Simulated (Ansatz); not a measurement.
Calculated with Ansatz (gas phase, PBE0-D4/def2-TZVP geometries, no zero-point term in ΔE). CCSD(T)/CBS adds triple-zeta CCSD(T) − MP2 to the extrapolated MP2 energy (def2 sets, frozen cores). Functionals use def2-TZVPP. For Ga outer-core shells are correlated without core-valence functions, which leaves a few kJ/mol of doubt a bond. Scalar relativity is left out up to krypton. One conformer a species, not always the lowest.

Consider the ligand exchange at a B–C bond: `[SiH3]B[CH2][GaH2]` + `CN[SiH3]` → `CN([SiH3])B[SiH3]` + `[CH3][GaH2]`.

```csv
level,ΔE (kJ/mol)
PBE,-94.5
HF/def2-QZVPP,-102.5
```

(1) What does CCSD(T)/CBS give? (Estimate.)

Largest T1 diagnostic among the species: 0.013.

## Answers

(1) Computed: -99.7 kJ/mol. The listed levels differ from it by 5.2, -2.8 kJ/mol.

CCSD(T)/CBS has its own doubt, a few kJ/mol and more with outer-core shells, so smaller differences from it don't rank the levels.
